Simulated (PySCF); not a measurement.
**C₆ coefficients of unlike pairs at UHF**

Calculated with PySCF 2.14 from the dipole response of each species, C₆(A,B) = (3/π) ∫ α_A(iu) α_B(iu) du, in atomic units, from isotropic polarisabilities. For ions this is the dispersion term alone; charge-induced terms of lower order in 1/R come first.

```csv
species,configuration,basis,relativity,α (bohr³),C₆ (like pair)
Ne(2+),[He] 2s2 2p4 (3P),"aug-cc-pCVTZ-DK with one added diffuse shell each of s, p, d, f type (8s7p5d3f)",spin-free X2C,0.8313,1.038
In+,[Kr] 4d10 5s2 (1S),aug-cc-pVTZ-PP with ECP28MDF (6s5p4d2f),core potential,29.35,200.6
Ga(2+),[Ar] 3d10 4s1 (2S),aug-cc-pwCVDZ-PP with ECP10MDF (6s5p4d1f),core potential,11.96,35.93
Be+,[He] 2s1 (2S),aug-cc-pVDZ (4s3p2d),none,25.35,73.17
```

Problem. Estimate C₆ for Be+ with Ga(2+).

Solution. The integral gives 47.01. The combination rule 2 C_A C_B / (C_A α_B/α_A + C_B α_A/α_B) gives 47.50 and the geometric mean 51.28.

No spin-orbit coupling is included.

The other pairs:

```
          pair     C₆
   In+, Ne(2+)  10.60
      Be+, In+  113.2
   Be+, Ne(2+)  4.556
Ga(2+), Ne(2+)  4.776
   Ga(2+), In+  84.55
```
